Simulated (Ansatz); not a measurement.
**Nudged elastic band run: C2H6BN**

input.yaml

```yaml
crystal:
  periodic: [false, false, false]
  atoms:
    - { symbol: C, position_ang: [-1.221126, 0.919592, -1.434238] }
    - { symbol: "N", position_ang: [-0.390723, 0.214884, -0.829102] }
    - { symbol: B, position_ang: [0.517164, -0.559047, -0.170302] }
    - { symbol: C, position_ang: [0.751855, -0.447825, 1.385859] }
    - { symbol: H, position_ang: [-0.94641, 1.898285, -1.862546] }
    - { symbol: H, position_ang: [-2.266477, 0.59435, -1.569289] }
    - { symbol: H, position_ang: [1.141863, -1.345735, -0.848636] }
    - { symbol: H, position_ang: [0.567901, -1.424109, 1.862952] }
    - { symbol: H, position_ang: [0.121387, 0.304966, 1.878568] }
    - { symbol: H, position_ang: [1.807666, -0.20656, 1.589633] }
basis:
  gaussian: { orbitals: def2-SVPD }
hamiltonian:
  xc: pbe0
neb:
  order_check: false
  images: 7
  f_tol: 0.05
  max_iterations: 60
  final_atoms:
    - { symbol: C, position_ang: [-1.0825522, 1.01783665, -1.47899724] }
    - { symbol: "N", position_ang: [-0.41974382, 0.19427735, -0.81972479] }
    - { symbol: B, position_ang: [0.30402174, -0.71012251, -0.10162651] }
    - { symbol: C, position_ang: [0.77455765, -0.4322192, 1.37842366] }
    - { symbol: H, position_ang: [-0.59510071, 1.77884171, -2.111361] }
    - { symbol: H, position_ang: [-2.18542214, 1.02043268, -1.45998824] }
    - { symbol: H, position_ang: [0.56928038, -1.75052849, -0.6641297] }
    - { symbol: H, position_ang: [1.87139185, -0.51485595, 1.44606741] }
    - { symbol: H, position_ang: [0.37181903, -1.20702847, 2.05087322] }
    - { symbol: H, position_ang: [0.47484823, 0.55216725, 1.76336219] }
  initial_path:
    images:
      - { positions_ang: [[-1.221126, 0.919592, -1.434238], [-0.390723, 0.214884, -0.829102], [0.517164, -0.559047, -0.170302], [0.751855, -0.447825, 1.385859], [-0.94641, 1.898285, -1.862546], [-2.266477, 0.59435, -1.569289], [1.141863, -1.345735, -0.848636], [0.567901, -1.424109, 1.862952], [0.121387, 0.304966, 1.878568], [1.807666, -0.20656, 1.589633]] }
      - { positions_ang: [[-1.1709232, 0.90488441, -1.36752046], [-0.32974414, 0.17258562, -0.98156219], [0.549807, -0.57993695, -0.22382461], [0.70212743, -0.42961359, 1.33140012], [-1.11151534, 1.76331977, -1.90146148], [-2.02561256, 0.7512121, -1.22008907], [1.23842823, -1.36821799, -0.81304675], [0.49035465, -1.40983042, 1.80708861], [0.01745488, 0.31433245, 1.76820698], [1.72272305, -0.1699344, 1.60370785]] }
      - { positions_ang: [[-1.12072041, 0.89017681, -1.30080292], [-0.26876528, 0.13028724, -1.13402239], [0.58245, -0.6008269, -0.27734721], [0.65239985, -0.41140218, 1.27694125], [-1.27662068, 1.62835455, -1.94037697], [-1.78474812, 0.90807419, -0.87088914], [1.33499346, -1.39070097, -0.7774575], [0.41280831, -1.39555185, 1.75122523], [-0.08647723, 0.32369891, 1.65784595], [1.6377801, -0.13330879, 1.61778269]] }
      - { positions_ang: [[-1.07051761, 0.87546922, -1.23408538], [-0.20778642, 0.08798885, -1.28648258], [0.615093, -0.62171685, -0.33086982], [0.60267228, -0.39319077, 1.22248237], [-1.44172602, 1.49338932, -1.97929245], [-1.54388368, 1.06493629, -0.5216892], [1.43155869, -1.41318396, -0.74186825], [0.33526196, -1.38127327, 1.69536184], [-0.19040935, 0.33306536, 1.54748493], [1.55283715, -0.09668319, 1.63185754]] }
      - { positions_ang: [[-1.02031481, 0.86076163, -1.16736784], [-0.14680756, 0.04569047, -1.43894277], [0.647736, -0.6426068, -0.38439242], [0.5529447, -0.37497936, 1.1680235], [-1.60683135, 1.35842409, -2.01820794], [-1.30301924, 1.22179839, -0.17248927], [1.52812392, -1.43566695, -0.706279], [0.25771561, -1.3669947, 1.63949846], [-0.29434146, 0.34243181, 1.4371239], [1.4678942, -0.06005759, 1.64593239]] }
      - { positions_ang: [[-1.03587416, 0.90003038, -1.24527519], [-0.21504163, 0.08283719, -1.28413828], [0.56180744, -0.65948573, -0.31370094], [0.60834794, -0.38928932, 1.22062354], [-1.35389869, 1.4635285, -2.0414962], [-1.52361997, 1.17145696, -0.49436401], [1.28841303, -1.51438234, -0.69574168], [0.66113467, -1.15396001, 1.5911407], [-0.12780134, -0.04493326, 1.59056123], [1.21963271, 0.09299862, 1.67528984]] }
      - { positions_ang: [[-1.05143351, 0.93929914, -1.32318254], [-0.28327569, 0.11998391, -1.12933378], [0.47587887, -0.67636466, -0.24300947], [0.66375117, -0.40359928, 1.27322358], [-1.10096603, 1.5686329, -2.06478447], [-1.74422069, 1.12111553, -0.81623876], [1.04870215, -1.59309772, -0.68520435], [1.06455373, -0.94092532, 1.54278294], [0.03873879, -0.43229833, 1.74399856], [0.97137121, 0.24605483, 1.70464729]] }
      - { positions_ang: [[-1.06699285, 0.97856789, -1.40108989], [-0.35150976, 0.15713063, -0.97452928], [0.3899503, -0.69324359, -0.17231799], [0.71915441, -0.41790924, 1.32582362], [-0.84803337, 1.67373731, -2.08807273], [-1.96482142, 1.0707741, -1.1381135], [0.80899126, -1.67181311, -0.67466702], [1.46797279, -0.72789064, 1.49442517], [0.20527891, -0.8196634, 1.89743589], [0.72310972, 0.39911104, 1.73400474]] }
      - { positions_ang: [[-1.0825522, 1.01783665, -1.47899724], [-0.41974382, 0.19427735, -0.81972479], [0.30402174, -0.71012251, -0.10162651], [0.77455765, -0.4322192, 1.37842366], [-0.59510071, 1.77884171, -2.111361], [-2.18542214, 1.02043268, -1.45998824], [0.56928038, -1.75052849, -0.6641297], [1.87139185, -0.51485595, 1.44606741], [0.37181903, -1.20702847, 2.05087322], [0.47484823, 0.55216725, 1.76336219]] }
```

Run as:

```bash
$ ansatz run input.yaml --threads 2 --pin off --max-ram 3072MiB --backend cpu --events-out ev --progress --plain --runs-dir out
```

Output, in part (warnings, iteration lines):

```
NEB end point (image 0): max|allowed force component| = 4.044e-3 eV/Å (the criterion of neb.relax_end_points is 1.000e-2)
NEB end point (image 8): max|allowed force component| = 2.645e-3 eV/Å (the criterion of neb.relax_end_points is 1.000e-2)
NEB iter   1: max|band force component| = 3.760e1 eV/Å  barrier→ = 14.4058 eV  barrier← = 14.4058 eV  Δτ_max = 0.1982 Å  (241 SCF iters)
NEB iter   2: max|band force component| = 6.175e0 eV/Å  barrier→ = 2.8626 eV  barrier← = 2.8626 eV  Δτ_max = 0.1953 Å  (252 SCF iters)
NEB iter   3: max|band force component| = 3.112e0 eV/Å  barrier→ = 1.2445 eV  barrier← = 1.2445 eV  Δτ_max = 0.1987 Å  (247 SCF iters)
NEB iter   4: max|band force component| = 1.909e0 eV/Å  barrier→ = 1.0785 eV  barrier← = 1.0785 eV  Δτ_max = 0.1945 Å  (250 SCF iters)
NEB iter   5: max|band force component| = 4.409e0 eV/Å  barrier→ = 1.5434 eV  barrier← = 1.5434 eV  Δτ_max = 0.1052 Å  (240 SCF iters)
NEB iter   6: max|band force component| = 4.056e0 eV/Å  barrier→ = 0.9943 eV  barrier← = 0.9943 eV  Δτ_max = 0.0509 Å  (229 SCF iters)
NEB iter   7: max|band force component| = 1.646e0 eV/Å  barrier→ = 0.9106 eV  barrier← = 0.9106 eV  Δτ_max = 0.1002 Å  (214 SCF iters)
NEB iter   8: max|band force component| = 1.139e0 eV/Å  barrier→ = 0.8715 eV  barrier← = 0.8714 eV  Δτ_max = 0.1987 Å  (214 SCF iters)
NEB iter   9: max|band force component| = 1.030e0 eV/Å  barrier→ = 0.7111 eV  barrier← = 0.7111 eV  Δτ_max = 0.2000 Å  (235 SCF iters)
NEB iter  10: max|band force component| = 2.657e0 eV/Å  barrier→ = 0.6340 eV  barrier← = 0.6340 eV  Δτ_max = 0.0992 Å  (243 SCF iters)
NEB iter  11: max|band force component| = 1.448e0 eV/Å  barrier→ = 0.4513 eV  barrier← = 0.4513 eV  Δτ_max = 0.1007 Å  (221 SCF iters)
NEB iter  12: max|band force component| = 1.331e0 eV/Å  barrier→ = 0.4036 eV  barrier← = 0.4036 eV  Δτ_max = 0.1011 Å  (228 SCF iters)
NEB iter  13: max|band force component| = 1.393e0 eV/Å  barrier→ = 0.3104 eV  barrier← = 0.3104 eV  Δτ_max = 0.0504 Å  (240 SCF iters)
NEB iter  14: max|band force component| = 1.121e0 eV/Å  barrier→ = 0.2616 eV  barrier← = 0.2616 eV  Δτ_max = 0.0997 Å  (213 SCF iters)
NEB iter  15: max|band force component| = 9.158e-1 eV/Å  barrier→ = 0.2035 eV  barrier← = 0.2035 eV  Δτ_max = 0.1969 Å  (210 SCF iters)
NEB iter  16: max|band force component| = 9.753e-1 eV/Å  barrier→ = 0.1709 eV  barrier← = 0.1709 eV  Δτ_max = 0.2000 Å  (228 SCF iters)
NEB iter  17: max|band force component| = 1.099e0 eV/Å  barrier→ = 0.1862 eV  barrier← = 0.1862 eV  Δτ_max = 0.1007 Å  (221 SCF iters)
NEB iter  18: max|band force component| = 1.171e0 eV/Å  barrier→ = 0.1525 eV  barrier← = 0.1525 eV  Δτ_max = 0.0503 Å  (217 SCF iters)
NEB iter  19: max|band force component| = 4.650e-1 eV/Å  barrier→ = 0.1071 eV  barrier← = 0.1071 eV  CI = image 5  Δτ_max = 0.0995 Å  (214 SCF iters)
NEB iter  20: max|band force component| = 3.631e-1 eV/Å  barrier→ = 0.1172 eV  barrier← = 0.1172 eV  CI = image 5  Δτ_max = 0.0996 Å  (209 SCF iters)
NEB iter  21: max|band force component| = 5.199e-1 eV/Å  barrier→ = 0.1176 eV  barrier← = 0.1176 eV  CI = image 5  Δτ_max = 0.0500 Å  (215 SCF iters)
NEB iter  22: max|band force component| = 5.027e-1 eV/Å  barrier→ = 0.1093 eV  barrier← = 0.1093 eV  CI = image 5  Δτ_max = 0.0252 Å  (213 SCF iters)
NEB iter  23: max|band force component| = 3.126e-1 eV/Å  barrier→ = 0.1000 eV  barrier← = 0.1000 eV  CI = image 5  Δτ_max = 0.0504 Å  (218 SCF iters)
NEB iter  24: max|band force component| = 3.377e-1 eV/Å  barrier→ = 0.0895 eV  barrier← = 0.0895 eV  CI = image 5  Δτ_max = 0.0250 Å  (215 SCF iters)
NEB iter  25: max|band force component| = 3.529e-1 eV/Å  barrier→ = 0.0871 eV  barrier← = 0.0871 eV  CI = image 5  Δτ_max = 0.0251 Å  (220 SCF iters)
NEB iter  26: max|band force component| = 3.545e-1 eV/Å  barrier→ = 0.0830 eV  barrier← = 0.0830 eV  CI = image 5  Δτ_max = 0.0252 Å  (220 SCF iters)
NEB iter  27: max|band force component| = 3.503e-1 eV/Å  barrier→ = 0.0796 eV  barrier← = 0.0796 eV  CI = image 5  Δτ_max = 0.0506 Å  (220 SCF iters)
NEB iter  28: max|band force component| = 3.432e-1 eV/Å  barrier→ = 0.0724 eV  barrier← = 0.0724 eV  CI = image 5  Δτ_max = 0.0500 Å  (215 SCF iters)
NEB iter  29: max|band force component| = 3.006e-1 eV/Å  barrier→ = 0.0685 eV  barrier← = 0.0685 eV  CI = image 5  Δτ_max = 0.0250 Å  (216 SCF iters)
NEB iter  30: max|band force component| = 2.971e-1 eV/Å  barrier→ = 0.0658 eV  barrier← = 0.0658 eV  CI = image 5  Δτ_max = 0.0250 Å  (219 SCF iters)
NEB iter  31: max|band force component| = 2.875e-1 eV/Å  barrier→ = 0.0631 eV  barrier← = 0.0631 eV  CI = image 5  Δτ_max = 0.0250 Å  (219 SCF iters)
NEB iter  32: max|band force component| = 2.786e-1 eV/Å  barrier→ = 0.0606 eV  barrier← = 0.0606 eV  CI = image 5  Δτ_max = 0.0500 Å  (220 SCF iters)
NEB iter  33: max|band force component| = 2.597e-1 eV/Å  barrier→ = 0.0562 eV  barrier← = 0.0562 eV  CI = image 5  Δτ_max = 0.0998 Å  (217 SCF iters)
NEB iter  34: max|band force component| = 2.138e-1 eV/Å  barrier→ = 0.0486 eV  barrier← = 0.0486 eV  CI = image 5  Δτ_max = 0.0999 Å  (214 SCF iters)
NEB iter  35: max|band force component| = 1.523e0 eV/Å  barrier→ = 0.0618 eV  barrier← = 0.0618 eV  CI = image 4  Δτ_max = 0.0495 Å  (211 SCF iters)
NEB iter  36: max|band force component| = 4.002e-1 eV/Å  barrier→ = 0.0491 eV  barrier← = 0.0491 eV  CI = image 5  Δτ_max = 0.1000 Å  (218 SCF iters)
NEB iter  37: max|band force component| = 1.675e0 eV/Å  barrier→ = 0.1112 eV  barrier← = 0.1111 eV  CI = image 1  Δτ_max = 0.0501 Å  (231 SCF iters)
NEB iter  38: max|band force component| = 1.602e0 eV/Å  barrier→ = 0.0772 eV  barrier← = 0.0771 eV  CI = image 1  Δτ_max = 0.1000 Å  (215 SCF iters)
NEB iter  39: max|band force component| = 1.093e0 eV/Å  barrier→ = 0.1267 eV  barrier← = 0.1267 eV  CI = image 7  Δτ_max = 0.1005 Å  (221 SCF iters)
NEB iter  40: max|band force component| = 8.156e-1 eV/Å  barrier→ = 0.0502 eV  barrier← = 0.0502 eV  CI = image 1  Δτ_max = 0.1002 Å  (217 SCF iters)
NEB iter  41: max|band force component| = 9.774e-1 eV/Å  barrier→ = 0.0426 eV  barrier← = 0.0426 eV  CI = image 4  Δτ_max = 0.1001 Å  (214 SCF iters)
NEB iter  42: max|band force component| = 3.961e-1 eV/Å  barrier→ = 0.0431 eV  barrier← = 0.0431 eV  CI = image 4  Δτ_max = 0.0606 Å  (212 SCF iters)
NEB iter  43: max|band force component| = 9.006e-1 eV/Å  barrier→ = 0.0405 eV  barrier← = 0.0404 eV  CI = image 3  Δτ_max = 0.1980 Å  (216 SCF iters)
NEB iter  44: max|band force component| = 2.496e0 eV/Å  barrier→ = 0.5341 eV  barrier← = 0.5341 eV  CI = image 5  Δτ_max = 0.1026 Å  (224 SCF iters)
NEB iter  45: max|band force component| = 1.876e0 eV/Å  barrier→ = 0.4213 eV  barrier← = 0.4213 eV  CI = image 5  Δτ_max = 0.0997 Å  (224 SCF iters)
NEB iter  46: max|band force component| = 1.398e0 eV/Å  barrier→ = 0.2523 eV  barrier← = 0.2523 eV  CI = image 5  Δτ_max = 0.1576 Å  (222 SCF iters)
NEB iter  47: max|band force component| = 7.854e-1 eV/Å  barrier→ = 0.0707 eV  barrier← = 0.0707 eV  CI = image 5  Δτ_max = 0.0597 Å  (214 SCF iters)
NEB iter  48: max|band force component| = 9.254e-1 eV/Å  barrier→ = 0.0422 eV  barrier← = 0.0422 eV  CI = image 3  Δτ_max = 0.1989 Å  (217 SCF iters)
NEB iter  49: max|band force component| = 7.428e-1 eV/Å  barrier→ = 0.0592 eV  barrier← = 0.0592 eV  CI = image 5  Δτ_max = 0.0799 Å  (224 SCF iters)
NEB iter  50: max|band force component| = 6.580e-1 eV/Å  barrier→ = 0.0431 eV  barrier← = 0.0431 eV  CI = image 3  Δτ_max = 0.1981 Å  (216 SCF iters)
NEB iter  51: max|band force component| = 4.728e-1 eV/Å  barrier→ = 0.0524 eV  barrier← = 0.0524 eV  CI = image 5  Δτ_max = 0.1979 Å  (200 SCF iters)
NEB iter  52: max|band force component| = 7.293e-1 eV/Å  barrier→ = 0.0629 eV  barrier← = 0.0629 eV  CI = image 5  Δτ_max = 0.1012 Å  (215 SCF iters)
NEB iter  53: max|band force component| = 1.173e0 eV/Å  barrier→ = 0.1444 eV  barrier← = 0.1444 eV  CI = image 3  Δτ_max = 0.0505 Å  (225 SCF iters)
NEB iter  54: max|band force component| = 5.380e-1 eV/Å  barrier→ = 0.0676 eV  barrier← = 0.0676 eV  CI = image 3  Δτ_max = 0.0251 Å  (220 SCF iters)
NEB iter  55: max|band force component| = 4.429e-1 eV/Å  barrier→ = 0.0548 eV  barrier← = 0.0547 eV  CI = image 3  Δτ_max = 0.0500 Å  (223 SCF iters)
NEB iter  56: max|band force component| = 3.779e-1 eV/Å  barrier→ = 0.0492 eV  barrier← = 0.0492 eV  CI = image 3  Δτ_max = 0.0998 Å  (221 SCF iters)
NEB iter  57: max|band force component| = 2.177e-1 eV/Å  barrier→ = 0.0471 eV  barrier← = 0.0471 eV  CI = image 3  Δτ_max = 0.0208 Å  (218 SCF iters)
NEB iter  58: max|band force component| = 1.196e-1 eV/Å  barrier→ = 0.0454 eV  barrier← = 0.0454 eV  CI = image 3  Δτ_max = 0.0970 Å  (196 SCF iters)
NEB iter  59: max|band force component| = 1.260e0 eV/Å  barrier→ = 0.1506 eV  barrier← = 0.1506 eV  CI = image 5  Δτ_max = 0.0500 Å  (221 SCF iters)
NEB iter  60: max|band force component| = 8.965e-1 eV/Å  barrier→ = 0.0864 eV  barrier← = 0.0864 eV  CI = image 5  Δτ_max = 0.0495 Å  (218 SCF iters)
Error: NEB band did not converge after 60 iterations: max|band force component| = 8.96e-1 eV/Å (threshold 5.0e-2); raise `neb.max_iterations` in a new run, which can start from the last band evaluated (`neb.initial_path`, with `crystal.atoms` and `neb.final_atoms` set to its first and last images), …
```

The run ended unconverged. The band didn't meet its force threshold, so its energies are provisional: the largest band force was still 0.90 eV/Å, and over the last iterations the top moved between 0.05 and 0.15 eV.

Final band (atoms are numbered from 1 in the order of the input):

```csv
image,path coordinate (Å),energy (eV),dihedral N2–B3–C4–H10 (°)
0,0.00,0.000,-122
1,0.50,0.008,-104
2,0.99,0.027,-85
3,1.49,0.084,-70
4,1.90,0.041,-51
5,2.32,0.086,-36
6,2.66,0.016,-23
7,2.99,0.004,-11
8,3.33,0.000,-1
```

Time of the run: 11 min on 2 threads of Intel(R) Xeon(R) Platinum 8488C (Sapphire Rapids), with other jobs on the host, peak memory 0.27 GiB.
